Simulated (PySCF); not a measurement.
Computed with B3LYP-D3(BJ)/def2-TZVP // B3LYP-D3(BJ)/def2-SVP (PySCF 2.14.0). All species are isolated molecules in the gas phase. One relaxed conformer stands for a flexible species; it need not be the lowest. B3LYP has the VWN-RPA correlation part, as in Gaussian. Excitations are Tamm–Dancoff values on a coarser integration grid. The basis has no diffuse functions, so Rydberg states are missing or too high.

Reference species (SMILES): `C=C/C=C\c1ccc([SiH3])cc1` (C–C–C–C torsion 175°, C–C–C–C torsion 148°) (neutral, multiplicity 1).

- S1 oscillator strength: 0.902
- brightest of the four lowest singlets (TDA): 4.40 eV
- LUMO: -1.80 eV
- T1 excitation (TDA): 2.66 eV

After one change: the S1 oscillator strength falls by 0.531; the brightest of the four lowest singlets (TDA) rises by 0.12 eV; the LUMO falls by 0.05 eV; the T1 excitation (TDA) falls by 0.17 eV.

Task: Name the change that produced these shifts. The new species is one of these.
A) `C=C/C=C/c1cccc([SiH3])c1` (C–C–C–C torsion -180°, C–C–C–C torsion 1°)
B) `C=C/C([SiH3])=C/c1ccccc1` (C–C–C–Si torsion -10°, C–C–C–C torsion -148°)
C) `C=CC(=C)c1cccc([SiH3])c1` (C–C–C–C torsion 171°, C–C–C–C torsion 126°)
D) `C=C/C=C(/[SiH3])c1ccccc1` (C–C–C–C torsion -180°, Si–C–C–C torsion -89°)

Result: A, `C=C/C=C/c1cccc([SiH3])c1` (C–C–C–C torsion -180°, C–C–C–C torsion 1°)
